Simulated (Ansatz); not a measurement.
`[CH3][Nb]([F])([F])=[S]` from Hartree–Fock to CCSD(T)

```xyz
8

C     0.2376   -0.8094    0.7410
Nb   -0.3041    0.6761   -0.6737
F    -0.5667   -0.1797   -2.2980
F    -1.7556    1.5964    0.0235
S     1.4117    1.9361   -0.7590
H    -0.6009   -1.5096    0.8411
H     1.1274   -1.3529    0.4119
H     0.4507   -0.3570    1.7134
```

Total charge 0; spin multiplicity 1. Correlated methods include outer-core shells of Nb, which these sets cover unevenly. Nb takes the def2 core potential. The structure was optimised at the PBE0-D4/def2-TZVP level. Frozen core, restricted reference, Ansatz 0.2.0.

```
     basis     HF (Eh)  MP2 corr.  CCSD corr.       (T)  CCSD(T) total
  def2-SVP           ?          ?           ?  -0.04146              ?
def2-TZVPP  -692.68610          ?    -1.31612  -0.06678              ?
def2-QZVPP  -692.71244   -1.44622           –         –              –
```

Fill in the withheld values. (Best estimate.)

Ansatz gave: def2-SVP HF (Eh): -692.22863; def2-SVP MP2 corr.: -0.98725; def2-SVP CCSD corr.: -0.98514; def2-SVP CCSD(T) total: -693.25523; def2-TZVPP MP2 corr.: -1.32576; def2-TZVPP CCSD(T) total: -694.06900.
